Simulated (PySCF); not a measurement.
PySCF input (TPSS/def2-TZVPD):

```python
from pyscf import gto, scf, dft

mol = gto.M(
    atom='''
    B    -0.02703457   -0.07509924    0.56928949
    F     1.16465345   -0.50045187    0.21108337
    C    -1.06947433    0.48527479   -0.44364211
    H    -2.09689543    0.38650503   -0.09670412
    H    -0.96345684    0.02310764   -1.43067193
    H    -0.86951002    1.55830167   -0.55696903
    ''',
    basis='def2-tzvpd',
    charge=0,
    spin=1,
    verbose=4,
)

mf = dft.UKS(mol, xc='tpss').density_fit(auxbasis='def2-universal-jkfit')
mf.grids.level = 3
mf.conv_tol = 1e-9
mf.max_cycle = 100
mf.max_memory = 1500
mf.kernel()
if not mf.converged:
    mf = mf.newton()
    mf.kernel(mf.make_rdm1())
for _ in range(2):
    mo, _, stable, _ = mf.stability(return_status=True)
    if stable:
        break
    mf.kernel(mf.make_rdm1(mo, mf.mo_occ))
mf.analyze()
```

Output:

```
PySCF version 2.14.0

[INPUT] verbose = 4
[INPUT] num. atoms = 6
[INPUT] num. electrons = 23
[INPUT] charge = 0
[INPUT] spin (= nelec alpha-beta = 2S) = 1
[INPUT] symmetry False subgroup None
[INPUT] Mole.unit = angstrom
[INPUT] Symbol           X                Y                Z      unit          X                Y                Z       unit  Magmom
[INPUT]  1 B     -0.027034570000  -0.075099240000   0.569289490000 AA   -0.051087933195  -0.141916995763   1.075801221693 Bohr   0.0
[INPUT]  2 F      1.164653450000  -0.500451870000   0.211083370000 AA    2.200876050530  -0.945716972826   0.398889758750 Bohr   0.0
[INPUT]  3 C     -1.069474330000   0.485274790000  -0.443642110000 AA   -2.021013580953   0.917036448256  -0.838362085224 Bohr   0.0
[INPUT]  4 H     -2.096895430000   0.386505030000  -0.096704120000 AA   -3.962558074552   0.730388652467  -0.182744301917 Bohr   0.0
[INPUT]  5 H     -0.963456840000   0.023107640000  -1.430671930000 AA   -1.820669560439   0.043667110985  -2.703578121803 Bohr   0.0
[INPUT]  6 H     -0.869510020000   1.558301670000  -0.556969030000 AA   -1.643135800365   2.944763375752  -1.052518926565 Bohr   0.0

nuclear repulsion = 57.5544177907472
number of shells = 55
number of NR pGTOs = 192
number of NR cGTOs = 141
basis = def2-tzvpd
ecp = {}

******** <class 'pyscf.df.df_jk.DFUKS'> ********
method = DFUKS
initial guess = minao
damping factor = 0
level_shift factor = 0
DIIS = <class 'pyscf.scf.diis.CDIIS'>
diis_start_cycle = 1
diis_space = 8
diis_damp = 0
SCF conv_tol = 1e-09
SCF conv_tol_grad = None
SCF max_cycles = 100
direct_scf = False
number electrons alpha = 12  beta = 11
XC library pyscf.dft.libxc version 7.1.2
    S. Lehtola, C. Steigemann, M. J. T. Oliveira, and M. A. L. Marques,  SoftwareX 7, 1–5 (2018)
XC functionals = tpss
    J. Tao, J. P. Perdew, V. N. Staroverov, and G. E. Scuseria,  Phys. Rev. Lett. 91, 146401 (2003)
    J. P. Perdew, J. Tao, V. N. Staroverov, and G. E. Scuseria,  J. Chem. Phys. 120, 6898 (2004)
    J. Tao, J. P. Perdew, V. N. Staroverov, and G. E. Scuseria,  Phys. Rev. Lett. 91, 146401 (2003)
    J. P. Perdew, J. Tao, V. N. Staroverov, and G. E. Scuseria,  J. Chem. Phys. 120, 6898 (2004)
radial grids:
    Treutler-Ahlrichs [JCP 102, 346 (1995); DOI:10.1063/1.469408] (M4) radial grids

becke partition: Becke, JCP 88, 2547 (1988); DOI:10.1063/1.454033
pruning grids: <function nwchem_prune>
grids dens level: 3
symmetrized grids: False
atomic radii adjust function: <function treutler_atomic_radii_adjust>
small_rho_cutoff = 0
Set gradient conv threshold to 3.16228e-05
tot grids = 71856
init E= -164.753934402487
  alpha nocc = 12  HOMO = -0.162244555618187  LUMO = -0.0825925022073655
  beta  nocc = 11  HOMO = -0.423904309844503  LUMO = -0.162244555618191

[...]
  beta  nocc = 11  HOMO = -0.342764339932273  LUMO = -0.0832086078197349
  HOMO = -0.170748839111  LUMO = -0.0832086078197  gap/eV = 2.38209
Extra cycle  E= -164.678523475041  delta_E= 1.58e-11  |g|= 1.05e-05  |ddm|= 1.18e-05
converged SCF energy = -164.678523475041  <S^2> = 0.7520372  2S+1 = 2.0020362
uhf_internal: lowest eigs of H = [0.79972949 0.80712485 0.81744967]
<class 'pyscf.df.df_jk.DFUKS'> wavefunction is stable in the internal stability analysis
**** SCF Summaries ****
Total Energy =                        -164.678523475040578
Nuclear Repulsion Energy =              57.554417790747173
One-electron Energy =                 -339.134307622642496
Two-electron Energy =                  116.901366356854751
Two-electron Coulomb Energy =          137.997712138699455
DFT Exchange-Correlation Energy =      -21.096345781844708
HOMO-LUMO gap [eV] =                     2.382091025943190
**** MO energy ****
                             alpha | beta                alpha | beta
MO #1   energy= -24.437580895689   | -24.4351613295764  occ= 1 | 1
MO #2   energy= -9.9843312004577   | -9.98229195482222  occ= 1 | 1
MO #3   energy= -6.66046399663415  | -6.65011599663828  occ= 1 | 1
MO #4   energy= -1.15644290580754  | -1.1522703432666   occ= 1 | 1
MO #5   energy= -0.670720880002253 | -0.666134907093706 occ= 1 | 1
MO #6   energy= -0.507732766240824 | -0.501480933467036 occ= 1 | 1
MO #7   energy= -0.428316071889572 | -0.422307429306808 occ= 1 | 1
MO #8   energy= -0.424951135618651 | -0.416168595361627 occ= 1 | 1
MO #9   energy= -0.385250515859387 | -0.378461413128945 occ= 1 | 1
MO #10  energy= -0.376761704517283 | -0.375408008604162 occ= 1 | 1
MO #11  energy= -0.354888060097822 | -0.342764339932273 occ= 1 | 1
MO #12  energy= -0.170748839110871 | -0.0832086078197349 occ= 1 | 0
MO #13  energy= -0.0627384109763867 | -0.0337133259268647 occ= 0 | 0
MO #14  energy= -0.00370155460976562 | 0.00718311618364709 occ= 0 | 0
MO #15  energy= 0.0254127942206948 | 0.0355679499869894 occ= 0 | 0
MO #16  energy= 0.0458010538693979 | 0.0565872499900001 occ= 0 | 0
MO #17  energy= 0.0541073635114422 | 0.0600396174923738 occ= 0 | 0
MO #18  energy= 0.0720676905382312 | 0.0805470966449626 occ= 0 | 0
MO #19  energy= 0.0835483126152641 | 0.0922431473041999 occ= 0 | 0
MO #20  energy= 0.0881680969778117 | 0.0950312513970411 occ= 0 | 0
MO #21  energy= 0.0967036971805756 | 0.104037747244645  occ= 0 | 0
MO #22  energy= 0.109768834510342  | 0.118953362495908  occ= 0 | 0
MO #23  energy= 0.132294502101378  | 0.141864252752546  occ= 0 | 0
MO #24  energy= 0.138304211806588  | 0.144198999150988  occ= 0 | 0
MO #25  energy= 0.153358112537386  | 0.165707104881885  occ= 0 | 0
MO #26  energy= 0.168329718219532  | 0.18360699308234   occ= 0 | 0
MO #27  energy= 0.178730258974112  | 0.194681475221192  occ= 0 | 0
MO #28  energy= 0.186322011043125  | 0.196785041000707  occ= 0 | 0
MO #29  energy= 0.213458481407686  | 0.223421497000705  occ= 0 | 0
MO #30  energy= 0.218938916346498  | 0.230299083301123  occ= 0 | 0
MO #31  energy= 0.221548784913123  | 0.232325447602481  occ= 0 | 0
MO #32  energy= 0.245078313817844  | 0.253881008330614  occ= 0 | 0
MO #33  energy= 0.248925138407951  | 0.257930096086236  occ= 0 | 0
MO #34  energy= 0.266580771887152  | 0.27297702374402   occ= 0 | 0
MO #35  energy= 0.272620490461837  | 0.279705290067531  occ= 0 | 0
MO #36  energy= 0.281561333121371  | 0.2871234287038    occ= 0 | 0
MO #37  energy= 0.301112179477963  | 0.307825490249458  occ= 0 | 0
MO #38  energy= 0.307657684676568  | 0.325150717103088  occ= 0 | 0
MO #39  energy= 0.324703778087434  | 0.331294876501072  occ= 0 | 0
MO #40  energy= 0.335673610433629  | 0.339878990252961  occ= 0 | 0
MO #41  energy= 0.342039369801662  | 0.348700245511601  occ= 0 | 0
MO #42  energy= 0.347445321701814  | 0.354499726371601  occ= 0 | 0
MO #43  energy= 0.35645141957178   | 0.364417002853438  occ= 0 | 0
MO #44  energy= 0.384828004480104  | 0.387707343086834  occ= 0 | 0
MO #45  energy= 0.407020647898475  | 0.419905228289577  occ= 0 | 0
MO #46  energy= 0.427090780996323  | 0.435801775169778  occ= 0 | 0
MO #47  energy= 0.432850449874687  | 0.442905834866642  occ= 0 | 0
MO #48  energy= 0.466928346176863  | 0.476466359740128  occ= 0 | 0
MO #49  energy= 0.479736961924774  | 0.486535705950054  occ= 0 | 0
MO #50  energy= 0.510553383821318  | 0.520241782958536  occ= 0 | 0
MO #51  energy= 0.55665549753809   | 0.564899537004686  occ= 0 | 0
MO #52  energy= 0.571400816967027  | 0.584691313084575  occ= 0 | 0
MO #53  energy= 0.58395221127827   | 0.589244568969339  occ= 0 | 0
MO #54  energy= 0.616943198020526  | 0.627234688132471  occ= 0 | 0
MO #55  energy= 0.624186841863855  | 0.632866763800781  occ= 0 | 0
MO #56  energy= 0.630859440736651  | 0.642139440446429  occ= 0 | 0
MO #57  energy= 0.646706013146934  | 0.652587047281108  occ= 0 | 0
MO #58  energy= 0.657597923488322  | 0.663623393452382  occ= 0 | 0
MO #59  energy= 0.677046687723526  | 0.680822230974224  occ= 0 | 0
MO #60  energy= 0.690762585543748  | 0.700219431314984  occ= 0 | 0
MO #61  energy= 0.70564861062238   | 0.710998448887257  occ= 0 | 0
MO #62  energy= 0.724994784908059  | 0.731206537348345  occ= 0 | 0
MO #63  energy= 0.823255285358542  | 0.834906845648689  occ= 0 | 0
MO #64  energy= 0.869387208688305  | 0.886406286996113  occ= 0 | 0
MO #65  energy= 0.906306083427683  | 0.927829807623316  occ= 0 | 0
MO #66  energy= 0.934959588833745  | 0.944114120242386  occ= 0 | 0
MO #67  energy= 0.959144756681347  | 0.968524156125341  occ= 0 | 0
MO #68  energy= 1.0014412698498    | 1.00804730791171   occ= 0 | 0
MO #69  energy= 1.02507116033213   | 1.03886420599569   occ= 0 | 0
MO #70  energy= 1.05882351059766   | 1.06721162494567   occ= 0 | 0
MO #71  energy= 1.07513656666652   | 1.08160836643918   occ= 0 | 0
MO #72  energy= 1.12378630758914   | 1.13738085248055   occ= 0 | 0
MO #73  energy= 1.15465132743099   | 1.16541048272224   occ= 0 | 0
MO #74  energy= 1.19736948054997   | 1.20905589172457   occ= 0 | 0
MO #75  energy= 1.24428308886922   | 1.2617647862499    occ= 0 | 0
MO #76  energy= 1.33215916312539   | 1.34285655674303   occ= 0 | 0
MO #77  energy= 1.49819904555939   | 1.50180821180546   occ= 0 | 0
MO #78  energy= 1.59213449792498   | 1.59536230832354   occ= 0 | 0
MO #79  energy= 1.64415444408285   | 1.65402082135962   occ= 0 | 0
MO #80  energy= 1.69021015689523   | 1.69980534860512   occ= 0 | 0
MO #81  energy= 1.72939891998985   | 1.73613488674684   occ= 0 | 0
MO #82  energy= 1.73925096508077   | 1.74731667853972   occ= 0 | 0
MO #83  energy= 1.78137736788012   | 1.79979397130151   occ= 0 | 0
MO #84  energy= 1.80023734623488   | 1.81295272771987   occ= 0 | 0
MO #85  energy= 1.80352105706646   | 1.81379619245355   occ= 0 | 0
MO #86  energy= 1.87177091895107   | 1.88531381171248   occ= 0 | 0
MO #87  energy= 1.91291201738482   | 1.92679698352956   occ= 0 | 0
MO #88  energy= 1.93558021043435   | 1.97162189851351   occ= 0 | 0
MO #89  energy= 1.97365699396021   | 1.98803040304334   occ= 0 | 0
MO #90  energy= 2.00204154881727   | 2.03686550425431   occ= 0 | 0
MO #91  energy= 2.04613558153193   | 2.06363945127321   occ= 0 | 0
MO #92  energy= 2.06755845592547   | 2.08377755020615   occ= 0 | 0
MO #93  energy= 2.14365571777179   | 2.16165082340631   occ= 0 | 0
MO #94  energy= 2.15819394334334   | 2.1708112398904    occ= 0 | 0
MO #95  energy= 2.27396417609621   | 2.29089333570216   occ= 0 | 0
MO #96  energy= 2.3228896678099    | 2.33393551331396   occ= 0 | 0
MO #97  energy= 2.36613220710136   | 2.37579759314826   occ= 0 | 0
MO #98  energy= 2.4456072509047    | 2.45616394851232   occ= 0 | 0
MO #99  energy= 2.47152862161615   | 2.47733417775225   occ= 0 | 0
MO #100 energy= 2.50250798428726   | 2.50751322789778   occ= 0 | 0
MO #101 energy= 2.56905193578375   | 2.57913785139258   occ= 0 | 0
MO #102 energy= 2.65038523932894   | 2.6588844897668    occ= 0 | 0
MO #103 energy= 2.66332952574843   | 2.66905610164411   occ= 0 | 0
MO #104 energy= 2.71830487285895   | 2.72706353892179   occ= 0 | 0
[...]
```

It need not be the lowest isomer of its formula.
